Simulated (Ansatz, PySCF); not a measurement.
C2H5FO2Si, SMILES [Si@@H](C)(F)OC=O. Atoms are numbered in the order given.

```xyz
11

C     -1.6765    -0.6816     0.6804
Si    -0.5676     0.5637    -0.1213
F     -1.2193     1.0690    -1.5172
O      0.8912    -0.1661    -0.6526
C      1.7581    -0.6787     0.2233
O      1.5896    -0.7021     1.4149
H     -1.2081    -1.0500     1.6058
H     -2.6539    -0.2380     0.9278
H     -1.8435    -1.5363     0.0058
H     -0.2428     1.7600     0.6837
H      2.6561    -1.0821    -0.2904
```

Geometry: B3LYP-D3(BJ)/def2-SVP. The structure was generated by enumeration; whether it is a known compound was not checked. The values are those of a single conformer.

Two levels are set side by side: PBE-D3(BJ)/def2-SVP (Ansatz, a quantum-chemistry and plane-wave program) and B3LYP-D3(BJ)/def2-SVP (Ansatz). Each level has its own optimised geometry; the coordinates shown are those of the second. Frequencies come from the Hessian of PySCF at each geometry. Differences are taken from unrounded values.

| quantity | B3LYP-D3(BJ) |
|---|---|
| mean bond length (Å) | 1.362 |
| bond C1–Si2 (Å) | 1.850 |
| bond Si2–F3 (Å) | 1.621 |
| bond Si2–O4 (Å) | 1.715 |
| bond O4–C5 (Å) | 1.335 |
| bond C5–O6 (Å) | 1.204 |
| bond C1–H7 (Å) | 1.101 |
| bond C1–H8 (Å) | 1.102 |
| bond C1–H9 (Å) | 1.102 |
| bond Si2–H10 (Å) | 1.478 |
| bond C5–H11 (Å) | 1.110 |
| highest harmonic wavenumber (cm⁻¹) | 3143 |
| mean harmonic wavenumber (cm⁻¹) | 1187 |
| zero-point energy (kcal/mol) | 45.80 |

Problem. What does PBE-D3(BJ) give, and how far is it from B3LYP-D3(BJ)? (Estimate from the structure and the level; the computed values follow.)

Solution. 
```tsv
quantity	PBE-D3(BJ)	PBE-D3(BJ) minus B3LYP-D3(BJ)
mean bond length (Å)	1.372	0.010
bond C1–Si2 (Å)	1.856	0.006
bond Si2–F3 (Å)	1.633	0.012
bond Si2–O4 (Å)	1.737	0.021
bond O4–C5 (Å)	1.342	0.007
bond C5–O6 (Å)	1.215	0.011
bond C1–H7 (Å)	1.108	0.007
bond C1–H8 (Å)	1.109	0.007
bond C1–H9 (Å)	1.109	0.007
bond Si2–H10 (Å)	1.492	0.014
bond C5–H11 (Å)	1.120	0.010
highest harmonic wavenumber (cm⁻¹)	3097	-45
mean harmonic wavenumber (cm⁻¹)	1152	-35
zero-point energy (kcal/mol)	44.47	-1.33
```

Exact exchange shortens and stiffens bonds; PBE has none. Differences between two approximate levels are no errors against the true value.
